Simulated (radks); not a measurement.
Task: In III, configuration [Kr] 4d9 5s1 5d1 (not the ground configuration). Calculated with a radial shooting solver on a logarithmic mesh with Libxc functionals: Dirac Kohn-Sham, PBE, spin-unpolarised, spherical densities, finite nucleus; open shells are shared between the two j in proportion to 2j + 1; Fermi nuclear charge, rms radius 4.6156 fm.

Spin-orbit splittings of the eigenvalues, e(l+1/2) - e(l-1/2), with zeta = 2 splitting/(2l+1) and mean radii in bohr:

shell  occ.  splitting (eV)  zeta (eV)  <r> j=l-1/2  <r> j=l+1/2
2p        6           210.9      140.6       0.1085       0.1137
3p        6           38.10      25.40       0.3394       0.3504
3d       10           7.807      3.123       0.3222       0.3257
4p        6           6.753      4.502       0.8945       0.9235
4d        9               ?          ?        1.117        1.130
5d        1         0.06584    0.02634        3.956        3.983

Estimate the 4d splitting.

Result: 0.9297 eV (zeta = 0.3719 eV).
